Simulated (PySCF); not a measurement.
# Computed properties of C2H6Te, SMILES CC[TeH]

Te(H)(Et) (C₂H₆Te), SMILES CC[TeH]. Geometry: B3LYP-D3(BJ)/def2-SVP. The def2 effective core potentials stand for the cores of Te; spin–orbit coupling is left out. One conformer was computed; it need not be the lowest. All values are computed for the isolated molecule unless a solvent is named; none is compared with measurement here.

**Structure.** All 21 harmonic modes at B3LYP-D3(BJ)/def2-SVP (PySCF) are real, so it is a minimum. With heavy atoms numbered as in [TeH:1][CH2:3][CH3:4], the shortest bond between them is C3–C4 at 1.520 Å and the longest Te1–C3 at 2.196 Å.

**Vibrations.** The strongest infrared lines (harmonic, unscaled, degenerate partners summed) lie at 2095 cm⁻¹ (69 km/mol, H 99 %), 1219 cm⁻¹ (56 km/mol, H 74 %, C 26 %), 3019 cm⁻¹ (32 km/mol, H 97 %). The softest mode is at 136 cm⁻¹ and the zero-point energy is 44.7 kcal/mol.

**Electronic structure.** PBE0/def2-TZVPD (PySCF) places the frontier levels at -6.08 and -0.82 eV, a gap of 5.26 eV, and gives a dipole moment of 1.40 D and a mean polarisability of 71.5 bohr³.

**Excitations.** TDDFT-M06-2X/def2-SVPD (PySCF) has S1 at 3.76 eV (329 nm, f = 0.001, dark); the most intense of the 10 singlets computed lies at 7.37 eV (f = 0.19). T1 (TDA) is at 3.37 eV. No vertical singlet excitation falls in the visible range (under 3.1 eV).
